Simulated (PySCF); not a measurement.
dimethylsulfoxide (C$_{2}$H$_{6}$OS), singlet, geometry from GFN2-xTB. Base run: PBE/6-31G*, polarisability run with PySCF.

The PySCF input:
```python
from pyscf import gto, scf, dft
from pyscf.prop import polarizability

mol = gto.Mole()
mol.atom = '''
    S    -0.006382    0.257897   -0.455835
    O    -0.012849    1.457810    0.378576
    C     1.370763   -0.798195    0.187247
    C    -1.350002   -0.827729    0.208628
    H     1.279876   -0.896771    1.263088
    H    -2.298108   -0.352210   -0.019971
    H     1.324893   -1.764772   -0.300458
    H     2.304614   -0.302248   -0.056141
    H    -1.290832   -1.793166   -0.279902
    H    -1.240103   -0.924125    1.282891
'''
mol.basis = '6-31g*'
mol.charge = 0
mol.spin = 0
mol.verbose = 4
mol.build()

mf = dft.RKS(mol)
mf.xc = 'pbe'
mf.kernel()
alpha = mf.Polarizability().polarizability()[2, 2]
print('alpha_zz =', alpha)
```

Each row names what was changed in the base input (with any setting that the change needs).

```csv
change,alpha_zz (bohr³),basis functions,core-seconds (rough)
base,34.56,72,20
functional = pbe0,33.89,72,30
"functional = lda,vwn",?,72,10
functional = hf,32.68,72,2
finite field (a.u.) = 2e-4; conv_tol = 1e-11,34.56,72,20
basis = def2-SVP,34.43,90,50
finite field (a.u.) = 2e-4; conv_tol = 1e-6,39.95,72,10
basis = 6-31G,32.85,52,20
finite field (a.u.) = 0.001; conv_tol = 1e-11,34.56,72,20
functional = camb3lyp,33.49,72,50
finite field (a.u.) = 0.05; conv_tol = 1e-11,34.82,72,30
basis = STO-3G,?,?,10
```

### Question
What belongs in the gaps?

### Answer

- functional = lda,vwn, alpha_zz (bohr³): 34.89
- basis = STO-3G, alpha_zz (bohr³): 13.99
- basis = STO-3G, basis functions: 30

Finite-field rows take the second difference of the energy in a field along z; a small field with loose convergence shows SCF noise divided by the square of the field, and a large one adds hyperpolarisability.
